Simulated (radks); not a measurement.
Eu, 63 electrons, occupied as [Xe] 4f7 6s2 (the NIST ground configuration). Calculated with a radial shooting solver on a logarithmic mesh with Libxc functionals: scalar-relativistic Kohn-Sham, PBEsol, spin-polarised, spherical densities, finite nucleus; open shells are filled with parallel spins first (spin-orbit coupling, left out, can overturn this in heavy ions); Fermi nuclear charge, rms radius 5.1115 fm; hard spherical wall at 10 bohr.

Local quantities along the radius. ELF = 1/(1 + alpha^2) is the electron localisation function; alpha = (tau - tau_W)/tau_unif compares the Pauli kinetic energy density with that of the uniform gas (summed over spins). tau is taken from the large components.

```
   r/bohr * ELF (the largest magnitude, 0.999, reaches the edge; | marks zero)
0.0009253 |                                                      *
 0.001244 |                                                      *
 0.001686 |                                                      *
 0.002267 |                                                      *
 0.003072 |                                                      *
  0.00413 |                                                      *
 0.005553 |                                                      *
 0.007526 |                                                      *
  0.01012 |                                                     *
  0.01371 |                                                   *
  0.01844 |                                           *
  0.02499 |                         *
  0.03359 |                 *
  0.04553 |                           *
  0.06121 |                                       *
  0.08296 |                                    *
   0.1115 |                    *
   0.1512 |                        *
   0.2032 |                                       *
   0.2732 |                               *
   0.3703 |            *
   0.4979 |                                   *
   0.6747 |                                    *
   0.9072 |                   *
    1.229 |                       *
    1.653 |                                 *
     2.24 |                 *
    3.012 |     *
    4.082 |                                *
    5.488 |                                                    *
    7.438 |                                                     *
```

On this mesh the ELF has minima near r = 0.034, 0.13, 0.37, 1.1, 3.0 bohr, which separate the shells, and maxima near 0.071 (0.74), 0.20 (0.73), 0.58 (0.73), 1.7 (0.62), 7.4 (0.99).
